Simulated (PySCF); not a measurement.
## ZrI₃: calculation against measurement

Isolated ZrI₃, optimised in PySCF with density fitting and no spin–orbit coupling; def2 sets carry scalar-relativistic core potentials from Rb on. All levels below give a doublet of D3h symmetry: PBE/def2-TZVP Zr–I 2.697 Å (×3); PBE/def2-SVP Zr–I 2.700 Å (×3).

Formally Zr is in oxidation state +3, d1, with 1 unpaired electron. The Mulliken spin on Zr is 1.15. The polar-tensor charge on Zr, 1.24, is far below the formal one.

Task: The tabulated gas-phase entropy at 298.15 K and 1 bar is 397.77 J/(mol K) (Chase, 1998, NIST Chemistry WebBook). What do rigid-rotor harmonic-oscillator sums give?

Result: PBE/def2-TZVP 408.0, PBE/def2-SVP 408.1 J/(mol K). Only the spin multiplicity enters the electronic part, so orbital degeneracy and low-lying levels are missing. Tables of this kind often rest on estimated structures and frequencies for high-temperature species, so a gap need not be the fault of the calculation.

Task: ΔfH°(298 K) is -221.75 kJ/mol (Chase, 1998, NIST Chemistry WebBook), and for the gaseous atoms Zr 610.0, I 106.8 kJ/mol (tabulated in the package mendeleev). Compare the atomisation enthalpy with the calculations.

Result: From the tables it is 610.0 + 3 × 106.8 − (-221.8) = 1152 kJ/mol. To a computed De one adds −ZPE (-4.8), the atoms' spin–orbit lowering from NIST levels (-99.6) and the thermal terms (4.6), all taken at PBE/def2-TZVP.
| level | De (kJ/mol) | ΔatH°(298 K) | computed − tabulated |
| --- | --- | --- | --- |
| PBE/def2-TZVP | 1167 | 1068 | -84 |
| PBE/def2-SVP | 1176 | 1076 | -76 |

 Other spin states or occupations of the open shell can lie lower. With an element this heavy the missing spin–orbit coupling can shift these numbers.
